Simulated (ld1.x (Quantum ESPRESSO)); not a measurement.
# An all-electron radial function and its pseudo partner (rhenium (Re))

Columns: radius, all-electron u(r) and pseudo u(r) of the 5d shell (level -9.26 eV) of rhenium in the configuration [Xe] 4f14 5d5 6s1.5 6p0; LDA (PZ), scalar-relativistic, TM semilocal scheme, ld1.x (Quantum ESPRESSO) 7.5.

| r (bohr) | all-electron | pseudo |
| --- | --- | --- |
| 0.140 | 0.2069 | 0.0043 |
| 0.280 | -0.2332 | 0.0323 |
| 0.420 | -0.3372 | 0.0998 |
| 0.560 | -0.1183 | 0.2083 |
| 0.700 | 0.1730 | 0.3451 |
| 0.840 | 0.4214 | 0.4880 |
| 0.980 | 0.5982 | 0.6140 |
| 1.120 | 0.7077 | 0.7071 |
| 1.260 | 0.7644 | 0.7618 |
| 1.400 | 0.7830 | 0.7818 |
| 1.540 | 0.7755 | 0.7752 |
| 1.680 | 0.7510 | 0.7510 |
| 1.820 | 0.7160 | 0.7160 |
| 1.960 | 0.6751 | 0.6751 |
| 2.100 | 0.6314 | 0.6314 |
| 2.240 | 0.5868 | 0.5868 |
| 2.380 | 0.5429 | 0.5429 |
| 2.520 | 0.5003 | 0.5003 |
| 2.660 | 0.4598 | 0.4598 |
| 2.800 | 0.4214 | 0.4214 |
| 2.940 | 0.3855 | 0.3855 |
| 3.080 | 0.3520 | 0.3520 |
| 3.220 | 0.3209 | 0.3209 |
| 3.360 | 0.2922 | 0.2922 |
| 3.500 | 0.2658 | 0.2658 |
| 3.640 | 0.2414 | 0.2414 |

**Question.** How many radial nodes do the two functions have?

**Answer.** The all-electron 5d function has n − l − 1 = 2; the pseudo-wave has 0, since the states of the same l below it are removed with the core.

**Question.** At about which radius was the pseudo-wave matched?

**Answer.** 1.90 bohr. The columns agree to 0.0005 from 1.54 bohr on; several derivatives are matched, so the curves merge somewhat inside the radius.

**Question.** Where does each function peak?

**Answer.** Outermost all-electron maximum near 1.40 bohr, pseudo maximum near 1.40 bohr (to the table’s step).

**Question.** Is the pseudo-wave norm-conserving?

**Answer.** Yes: the TM semilocal scheme keeps the norm inside the radius equal to the all-electron one, which fixes the energy derivative of the logarithmic derivative at the level.
